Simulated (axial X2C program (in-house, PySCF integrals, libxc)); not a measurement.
**How the levels of PrOH⁺ (f2 s1 d(πδ)0 orbitals) move with the bond length**

Computed with an axial X2C code built on PySCF integrals: two-component X2C with atomic mean-field Coulomb and Gaunt terms, basis Pr dyall-v3z, O dyall-v3z, H dyall-v3z (cores contracted in-house). Orbitals come from Hartree–Fock averaged over the configuration Pr f2 s1 d(πδ)0; CI then distributes these electrons over the f, s, d(πδ) shells of Pr.

At Pr–O–H held linear, bonds 1.983 and 0.950 Å (the second held):

```csv
Ω,energy (cm⁻¹),g∥,configuration
11/2,0,8.24,100% f2 d(πδ)1
9/2,595,6.51,98% f2 d(πδ)1
7/2,817,4.43,59% f2 s1 + 41% f2 d(πδ)1
9/2,1377,8.24,93% f2 s1 + 6% f2 d(πδ)1
5/2,1514,2.82,55% f2 d(πδ)1 + 45% f2 s1
13/2,1524,12.29,100% f2 d(πδ)1
7/2,1579,4.59,59% f2 d(πδ)1 + 41% f2 s1
11/2,2008,10.49,97% f2 d(πδ)1
3/2,2035,1.23,62% f2 s1 + 38% f2 d(πδ)1
5/2,2232,3.41,58% f2 s1 + 42% f2 d(πδ)1
1/2,2244,0.39,93% f2 s1 + 7% f2 d(πδ)1
7/2,2281,6.76,83% f2 s1 + 17% f2 d(πδ)1
1/2,2341,1.10,51% f2 s1 + 49% f2 d(πδ)1
3/2,2355,3.03,61% f2 s1 + 38% f2 d(πδ)1
```

g∥ is the magnitude of 2⟨Lz + ge Sz⟩ for the +Ω component. The lowest 14 levels at most are listed.

At Pr–O–H held linear, bonds 2.062 and 0.950 Å (the second held):

```
   Ω  energy (cm⁻¹)     g∥              configuration
11/2              0   8.26             100% f2 d(πδ)1
 9/2            492   6.49              98% f2 d(πδ)1
 7/2            988   4.63  79% f2 d(πδ)1 + 20% f2 s1
13/2           1540  12.32             100% f2 d(πδ)1
 5/2           1629   2.93  83% f2 d(πδ)1 + 16% f2 s1
11/2           1936  10.43              98% f2 d(πδ)1
 9/2           1959   8.30  80% f2 s1 + 20% f2 d(πδ)1
 7/2           2003   4.43  78% f2 s1 + 21% f2 d(πδ)1
 3/2           2211   1.41  83% f2 d(πδ)1 + 16% f2 s1
 1/2           2481   0.55  81% f2 d(πδ)1 + 19% f2 s1
 9/2           2571   8.52  79% f2 d(πδ)1 + 20% f2 s1
 5/2           2647   3.22  82% f2 s1 + 18% f2 d(πδ)1
 7/2           2688   6.76  51% f2 s1 + 49% f2 d(πδ)1
 3/2           2787   2.54  82% f2 s1 + 18% f2 d(πδ)1
```

The lowest level lies 72 cm⁻¹ below the lowest at the first distance.

(1) How does the gap from the lowest to the fifth level change between the two distances?

There is no dynamic correlation: spin–orbit spacings and, for f shells, spacings inside one term are the most reliable numbers, splittings between terms come out too wide, and energies between configurations are not reliable, so the lowest level need not be the ground state of the molecule. The lowest levels belong to f2 d(πδ)1, not to the averaged configuration, so orbitals and distance suit them less well. At most 4 roots were kept for each Ω > 0 (twice that for Ω = 0) within 2.2 eV of the lowest, so higher up levels can be missing between those listed; levels with Ω > 0 are doubly degenerate and listed once, Ω = 0 levels singly. States that fill the shells left empty in the average are placed too high. The molecule was held linear; bending was not examined.

Results:

(1) From 1514 to 1629 cm⁻¹, a factor of 1.08.
